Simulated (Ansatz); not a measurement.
A nudged elastic band was laid between two geometries of a periodic cell of 17 atoms, CuSi16 (host Si, host structure diamond, interstitial Cu), cell charge +1.

Computed with Ansatz 0.2.0, DFT PBE, scalar-relativistic, plane waves, PAW. Settings: PAW set soft_1, cutoff 420 eV, k mesh 2x2x2, fermi-dirac smearing 0.02 eV, no spin polarisation.

```
movable images  : 7
climbing image  : yes
spring          : 5.0 eV/Å²
optimiser       : quadratic models (default)
start path      : IDPP
force threshold : 0.05 eV/Å
iteration limit : 31
end points      : relaxed
```

First end point:

```xyz
17
Lattice="0.0000 5.4300 5.4300 5.4300 0.0000 5.4300 5.4300 5.4300 0.0000" Properties=species:S:1:pos:R:3
Si -0.054 -0.057 0.079
Si 1.390 1.320 1.414
Si 2.767 2.765 0.078
Si 3.891 4.249 1.466
Si 2.794 -0.082 2.670
Si 4.023 1.352 4.039
Si 5.322 2.819 2.636
Si 6.789 4.118 4.038
Si 0.023 2.688 2.725
Si 1.304 4.042 4.137
Si 2.577 5.565 2.872
Si 4.099 6.837 4.137
Si 2.715 2.688 5.435
Si 4.130 4.012 6.742
Si 5.454 5.426 5.434
Si 6.716 6.855 6.788
Cu 6.447 1.692 4.365
```

Last end point:

```xyz
17
Lattice="0.0000 5.4300 5.4300 5.4300 0.0000 5.4300 5.4300 5.4300 0.0000" Properties=species:S:1:pos:R:3
Si -0.004 0.004 0.024
Si 1.392 1.313 1.360
Si 2.793 2.612 -0.106
Si 4.073 4.006 1.287
Si 2.760 0.082 2.794
Si 4.118 1.418 4.129
Si 5.425 2.741 2.715
Si 6.820 4.079 4.023
Si -0.077 2.665 2.767
Si 1.294 4.023 4.099
Si 2.559 5.296 2.577
Si 3.963 6.614 3.891
Si 2.705 2.741 5.453
Si 4.016 4.110 6.819
Si 5.349 5.488 5.374
Si 6.723 6.817 6.733
Cu 6.493 3.740 6.447
```

Task: Which bonds break or form, and what moves?

Result: Contacts lost: Si1–Cu17, Si6–Cu17, Si7–Cu17. Contacts made: Si9–Cu17, Si14–Cu17, Si15–Cu17. The atom that moves furthest is Cu17, by 2.92 Å.

Task: What energy profile does the band end with?

Result: It converged. The highest image is number 7 of 0 to 8, 0.048 eV above the ends, which have the same energy within 2 meV. The profile has 3 maxima (images 1, 4, 7) with wells between them (images 3, 5): this band takes more than one step, which may be the mechanism or a detour left from its start path. By the program's own check the climbing image is of a kind that is not told: the force calls were inconclusive, a negative curvature could not be distinguished from the path's own, the only one lies far off the path, or fixed occupations may fill a level only in part (lowest curvatures found: -0.49 and 0.88 eV/Å²). Limits of this set-up: coarse k mesh, charged cell in a uniform background, uncorrected.

```csv
image,path coordinate (Å),energy (eV),Si1–Cu17 (Å),Si6–Cu17 (Å),Si7–Cu17 (Å)
0,0.00,0.000,2.35,2.47,2.35
1,0.45,0.034,2.34,2.37,2.35
2,0.90,0.033,2.40,2.32,2.41
3,1.35,0.000,2.48,2.35,2.53
4,1.80,0.012,2.60,2.41,2.77
5,2.25,0.007,2.90,2.56,2.98
6,2.69,0.012,3.21,2.86,3.23
7,3.14,0.048,3.52,3.31,3.55
8,3.80,0.000,4.01,4.05,4.01
```

Task: What is the geometry of the highest image?

Result: 
```xyz
17
Lattice="0.0000 5.4300 5.4300 5.4300 0.0000 5.4300 5.4300 5.4300 0.0000" Properties=species:S:1:pos:R:3
Si 0.037 -0.009 0.041
Si 1.440 1.263 1.391
Si 2.802 2.626 -0.053
Si 4.077 4.031 1.292
Si 2.837 0.113 2.873
Si 4.206 1.486 4.171
Si 5.479 2.754 2.669
Si 6.827 4.106 4.001
Si -0.044 2.661 2.765
Si 1.306 4.014 4.095
Si 2.579 5.284 2.592
Si 3.944 6.658 3.893
Si 2.714 2.745 5.474
Si 3.988 4.150 6.821
Si 5.347 5.512 5.372
Si 6.752 6.782 6.721
Cu 6.110 3.391 6.102
```

The run took 14 min on 1 thread of Arm Neoverse V1, with other jobs on the host, peak memory 1 GiB.
